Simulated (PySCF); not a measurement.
## UHF on Tc²⁺ (technetium, charge +2)

Configuration: [Kr] 4d5, high-spin 6S determinant. Computed with PySCF 2.14 in def2-SVP with the def2 core potential (28 electrons), with a scalar-relativistic core potential.

| Item | Value |
| --- | --- |
| Total energy | -79.362906 hartree |
| One-electron energy | -129.2157 hartree |
| Hartree (Coulomb) energy | 57.8962 hartree |
| Exchange energy | -8.0433 hartree |
| ⟨S²⟩ | 8.7506 |
| ⟨L²⟩ | 0.000 |
| Sum of ⟨r⟩ | 17.37 bohr |
| Sum of ⟨r²⟩ | 27.17 bohr² |
| Time after the integrals | 0.06 s of wall time on 1 thread of Neoverse-V2 (shared host) |

```json
{"shell": "4s α", "electrons": "1", "mean orbital energy (eV)": "-110.67", "rms radius, mean of both spins (bohr)": "1.14"}
{"shell": "4s β", "electrons": "1", "mean orbital energy (eV)": "-102.61", "rms radius, mean of both spins (bohr)": "1.14"}
{"shell": "4p α", "electrons": "3", "mean orbital energy (eV)": "-78.505", "rms radius, mean of both spins (bohr)": "1.26"}
{"shell": "4p β", "electrons": "3", "mean orbital energy (eV)": "-68.063", "rms radius, mean of both spins (bohr)": "1.26"}
{"shell": "4d α", "electrons": "5", "mean orbital energy (eV)": "-30.004", "rms radius, mean of both spins (bohr)": "1.73"}
```

Energies and moments cover only the electrons outside the core potential.
